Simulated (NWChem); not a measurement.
System: CH5AlFNO; SMILES C[NH][Al]([OH])[F]

NWChem input:

```
start job
memory heap 200 mb stack 900 mb global 1100 mb
geometry units angstroms
  Al    -0.068704    -0.496322    -0.000264
  F      0.879044    -1.863834    -0.001769
  N      0.701790     1.084982    -0.000296
  C      0.056068     2.378107     0.000216
  H      1.714092     1.150163    -0.000283
  H      0.310304     2.983310    -0.889886
  H      0.310532     2.982732     0.890658
  H     -1.037634     2.254449     0.000388
  O     -1.758155    -0.605828     0.001304
  H     -2.270908    -1.414014     0.000440
end
basis spherical
  Al library 3-21g
  F library 3-21g
  N library 3-21g
  C library 3-21g
  H library 3-21g
  O library 3-21g
end
dft
  xc b3lyp
  iterations 150
end
driver
  maxiter 120
end
task dft optimize
task dft freq
```

Output (shortened):

```
             Northwest Computational Chemistry Package (NWChem) 7.3.0
             --------------------------------------------------------

 CS  symmetry detected

                             Geometry "geometry" -> ""
                             -------------------------

 Output coordinates in angstroms (scale by  1.889725989 to convert to a.u.)

  No.       Tag          Charge          X              Y              Z
 ---- ---------------- ---------- -------------- -------------- --------------
    1 Al                  13.0000     0.00648748    -0.53278776     0.00000000
    2 F                    9.0000     0.99850392    -1.86853509     0.00000000
    3 N                    7.0000     0.72479238     1.07289633     0.00000000
    4 C                    6.0000     0.03707640     2.34418541     0.00000000
    5 H                    1.0000     1.73441699     1.17118785     0.00000000
    6 H                    1.0000     0.27148343     2.95710318    -0.89027178
    7 H                    1.0000     0.27148343     2.95710318     0.89027178
    8 H                    1.0000    -1.05199002     2.18478304     0.00000000
    9 O                    8.0000    -1.67847292    -0.69755172     0.00000000
   10 H                    1.0000    -2.16448804    -1.52209350     0.00000000

 Effective nuclear repulsion energy (a.u.)     224.4556380038

      Symmetry information
      --------------------

 Group name             Cs
 Group number              2
 Group order               2
 No. of unique centers     9

                                Z-matrix (autoz)
                                --------

 Units are Angstrom for bonds and degrees for angles

      Type          Name      I     J     K     L     M      Value
      ----------- --------  ----- ----- ----- ----- ----- ----------
    1 Stretch                  1     2                       1.66383
    2 Stretch                  1     3                       1.75903
    3 Stretch                  1     9                       1.69300
    4 Stretch                  3     4                       1.44538
    5 Stretch                  3     5                       1.01440
    6 Stretch                  4     6                       1.10598
    7 Stretch                  4     7                       1.10598
    8 Stretch                  4     8                       1.10067
    9 Stretch                  9    10                       0.95712
   10 Bend                     1     3     4               127.48699
   11 Bend                     1     3     5               119.66190
   12 Bend                     1     9    10               126.10157
   13 Bend                     2     1     3               119.29850
   14 Bend                     2     1     9               121.01516
   15 Bend                     3     1     9               119.68633
   16 Bend                     3     4     6               112.74248
   17 Bend                     3     4     7               112.74248
   18 Bend                     3     4     8               110.08457
   19 Bend                     4     3     5               112.85112
   20 Bend                     6     4     7               107.21271
   21 Bend                     6     4     8               106.85608
   22 Bend                     7     4     8               106.85608
   23 Torsion                  1     3     4     6        -119.21200
   24 Torsion                  1     3     4     7         119.21200
   25 Torsion                  1     3     4     8           0.00000
   26 Torsion                  2     1     3     4         180.00000
   27 Torsion                  2     1     3     5           0.00000
   28 Torsion                  2     1     9    10           0.00000
   29 Torsion                  3     1     9    10         180.00000
   30 Torsion                  4     3     1     9           0.00000
   31 Torsion                  5     3     1     9         180.00000
   32 Torsion                  5     3     4     6          60.78800
   33 Torsion                  5     3     4     7         -60.78800
   34 Torsion                  5     3     4     8         180.00000

                           NWChem Geometry Optimization
                           ----------------------------

 maximum gradient threshold         (gmax) =   0.000450
 rms gradient threshold             (grms) =   0.000300
 maximum cartesian step threshold   (xmax) =   0.001800
 rms cartesian step threshold       (xrms) =   0.001200
 fixed trust radius                (trust) =   0.300000
 source of zmatrix                         =   autoz

          -------------------
          Energy Minimization
          -------------------

 Using diagonal initial Hessian
 Scaling for Hessian diagonals: bonds = 1.00  angles = 0.25  torsions = 0.10

          --------
          Step   0

                                 NWChem DFT Module
                                 -----------------

 Summary of "ao basis" -> "ao basis" (spherical)
 ------------------------------------------------------------------------------
       Tag                 Description            Shells   Functions and Types
 ---------------- ------------------------------  ------  ---------------------
 Al                          3-21g                   7       13   4s3p
 F                           3-21g                   5        9   3s2p
 N                           3-21g                   5        9   3s2p
 C                           3-21g                   5        9   3s2p
 H                           3-21g                   2        2   2s
 O                           3-21g                   5        9   3s2p

      Symmetry analysis of basis
      --------------------------

        a'         46
        a"         13

            General Information
            -------------------
          SCF calculation type: DFT
          Wavefunction type:  closed shell.
          No. of atoms     :    10
          No. of electrons :    48
           Alpha electrons :    24
            Beta electrons :    24
          Charge           :     0
          Spin multiplicity:     1
          Use of symmetry is: on ; symmetry adaption is: on
          Maximum number of iterations: 150
          AO basis - number of functions:    59
                     number of shells:    37
          Convergence on energy requested:  1.00D-06
          Convergence on density requested:  1.00D-05
          Convergence on gradient requested:  5.00D-04

              XC Information
              --------------
                         B3LYP Method XC Potential
                     Hartree-Fock (Exact) Exchange  0.200
                        Slater Exchange Functional  0.800 local
                    Becke 1988 Exchange Functional  0.720 non-local
              Lee-Yang-Parr Correlation Functional  0.810
                  VWN I RPA Correlation Functional  0.190 local

[...]

      ----------------------
      Optimization converged
      ----------------------

  Step       Energy      Delta E   Gmax     Grms     Xrms     Xmax
  ---- ---------------- -------- -------- -------- -------- --------
@   10    -510.70963347 -9.1D-08  0.00003  0.00001  0.00033  0.00107
                                     ok       ok       ok       ok

                                Z-matrix (autoz)
                                --------

 Units are Angstrom for bonds and degrees for angles

      Type          Name      I     J     K     L     M      Value     Gradient
      ----------- --------  ----- ----- ----- ----- ----- ---------- ----------
    1 Stretch                  1     2                       1.67109   -0.00001
    2 Stretch                  1     3                       1.76756    0.00000
    3 Stretch                  1     9                       1.68895   -0.00003
    4 Stretch                  3     4                       1.48015    0.00001
    5 Stretch                  3     5                       1.01806    0.00000
    6 Stretch                  4     6                       1.09927   -0.00000
    7 Stretch                  4     7                       1.09927   -0.00000
    8 Stretch                  4     8                       1.09456   -0.00000
    9 Stretch                  9    10                       0.97441   -0.00000
   10 Bend                     1     3     4               125.30939    0.00001
   11 Bend                     1     3     5               122.17834   -0.00000
   12 Bend                     1     9    10               135.10317   -0.00000
   13 Bend                     2     1     3               120.49085    0.00000
   14 Bend                     2     1     9               119.79663    0.00000
   15 Bend                     3     1     9               119.71252   -0.00001
   16 Bend                     3     4     6               111.97277   -0.00000
   17 Bend                     3     4     7               111.97277   -0.00000
   18 Bend                     3     4     8               108.99973   -0.00000
   19 Bend                     4     3     5               112.51227   -0.00000
   20 Bend                     6     4     7               108.13034    0.00000
   21 Bend                     6     4     8               107.79855    0.00000
   22 Bend                     7     4     8               107.79855    0.00000
   23 Torsion                  1     3     4     6        -119.17841    0.00000
   24 Torsion                  1     3     4     7         119.17841   -0.00000
   25 Torsion                  1     3     4     8           0.00000    0.00000
   26 Torsion                  2     1     3     4         180.00000    0.00000
   27 Torsion                  2     1     3     5           0.00000   -0.00000
   28 Torsion                  2     1     9    10           0.00000    0.00000
   29 Torsion                  3     1     9    10         180.00000    0.00000
   30 Torsion                  4     3     1     9           0.00000   -0.00000
   31 Torsion                  5     3     1     9         180.00000   -0.00000
   32 Torsion                  5     3     4     6          60.82159    0.00000
   33 Torsion                  5     3     4     7         -60.82159   -0.00000
   34 Torsion                  5     3     4     8         180.00000   -0.00000

                         Geometry "geometry" -> "geometry"
                         ---------------------------------

 Output coordinates in angstroms (scale by  1.889725989 to convert to a.u.)

  No.       Tag          Charge          X              Y              Z
 ---- ---------------- ---------- -------------- -------------- --------------
    1 Al                  13.0000     0.04389786    -0.54072288     0.00000000
    2 F                    9.0000     1.00878838    -1.90510698     0.00000000
    3 N                    7.0000     0.76962056     1.07097849     0.00000000
    4 C                    6.0000     0.01951596     2.34698142     0.00000000
    5 H                    1.0000     1.77792540     1.21155753     0.00000000
    6 H                    1.0000     0.23952660     2.95343193    -0.89006625
    7 H                    1.0000     0.23952660     2.95343193     0.89006625
    8 H                    1.0000    -1.05325891     2.12970498     0.00000000
    9 O                    8.0000    -1.63736028    -0.70175872     0.00000000
   10 H                    1.0000    -2.25888913    -1.45220679     0.00000000

 Effective nuclear repulsion energy (a.u.)     223.4357841424

      Symmetry information
      --------------------

 Group name             Cs
 Group number              2
 Group order               2
 No. of unique centers     9

[...]

 Rotational Constants
 --------------------
 A=   0.206789 cm-1  (  0.297516 K)
 B=   0.087365 cm-1  (  0.125696 K)
 C=   0.062140 cm-1  (  0.089404 K)

 Temperature                      =   298.15K
 frequency scaling parameter      =   1.0000

 Zero-Point correction to Energy  =   44.248 kcal/mol  (  0.070514 au)
 Thermal correction to Energy     =   48.937 kcal/mol  (  0.077986 au)
 Thermal correction to Enthalpy   =   49.529 kcal/mol  (  0.078930 au)

 Total Entropy                    =   83.928 cal/mol-K
   - Translational                =   39.485 cal/mol-K (mol. weight =  93.0170)
   - Rotational                   =   26.754 cal/mol-K (symmetry #  =        1)
   - Vibrational                  =   17.690 cal/mol-K

 Cv (constant volume heat capacity) =   23.857 cal/mol-K
   - Translational                  =    2.979 cal/mol-K
   - Rotational                     =    2.979 cal/mol-K
   - Vibrational                    =   17.898 cal/mol-K

[normal modes left out]

 ----------------------------------------------------------------------------
 Normal Eigenvalue ||           Projected Infra Red Intensities
  Mode   [cm**-1]  || [atomic units] [(debye/angs)**2] [(KM/mol)] [arbitrary]
 ------ ---------- || -------------- ----------------- ---------- -----------
    1       -0.000 ||    0.000009           0.000         0.009       0.002
    2        0.000 ||    0.000062           0.001         0.060       0.014
    3        0.000 ||    0.000294           0.007         0.287       0.068
    4        0.000 ||    0.000039           0.001         0.038       0.009
    5        0.000 ||    0.000001           0.000         0.001       0.000
    6        0.000 ||    0.000132           0.003         0.128       0.030
    7       99.947 ||    0.002191           0.051         2.136       0.506
    8      123.366 ||    0.000255           0.006         0.248       0.059
    9      153.555 ||    0.000794           0.018         0.774       0.183
   10      212.420 ||    0.181208           4.181       176.651      41.831
   11      258.847 ||    0.057191           1.319        55.752      13.202
   12      259.793 ||    0.042993           0.992        41.911       9.925
   13      351.474 ||    0.001003           0.023         0.977       0.231
   14      456.415 ||    0.193401           4.462       188.537      44.646
   15      573.065 ||    0.199056           4.592       194.050      45.951
   16      680.527 ||    0.031716           0.732        30.918       7.321
   17      898.509 ||    0.066270           1.529        64.604      15.298
   18      990.521 ||    0.060189           1.389        58.676      13.894
   19     1100.427 ||    0.159188           3.673       155.184      36.748
   20     1138.695 ||    0.023018           0.531        22.439       5.314
   21     1150.620 ||    0.000022           0.001         0.021       0.005
   22     1443.226 ||    0.031469           0.726        30.677       7.264
   23     1500.941 ||    0.007715           0.178         7.521       1.781
   24     1566.713 ||    0.002361           0.054         2.302       0.545
   25     1590.396 ||    0.005470           0.126         5.333       1.263
   26     3002.599 ||    0.093405           2.155        91.056      21.562
   27     3038.968 ||    0.057395           1.324        55.952      13.249
   28     3105.533 ||    0.017606           0.406        17.163       4.064
   29     3515.799 ||    0.008272           0.191         8.064       1.909
   30     3754.581 ||    0.056848           1.312        55.419      13.123
 ----------------------------------------------------------------------------
```

Level: B3LYP/3-21G.
